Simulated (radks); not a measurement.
Problem. These are the eigenvalues of the occupied orbitals of an atom or ion with whole-number occupations (hartree). Calculated with a radial shooting solver on a logarithmic mesh with Libxc functionals: Dirac Kohn-Sham, BLYP, spin-unpolarised, spherical densities, point nucleus.

1s1/2: -701.3693
2s1/2: -106.6958
2p1/2: -98.79839
2p3/2: -95.26757
3s1/2: -25.78859
3p1/2: -22.80454
3p3/2: -22.21884
3d3/2: -16.95328
3d5/2: -16.84201

Which element is it, and in what charge state? The configuration may be excited. Open shells, if any, fill j = l - 1/2 first.

Solution. Z = 41, niobium, charge +13: Nb13+ in [Ar] 3d10. The list shows which subshells hold electrons but not how many an open one holds; the 1s level, -701.37 hartree, gives Z - s = 37.5 by -(Z - s)^2/2, which with screening and relativity narrows Z to a few neighbours, and the depths of the outer levels then fix element, charge and occupations together.
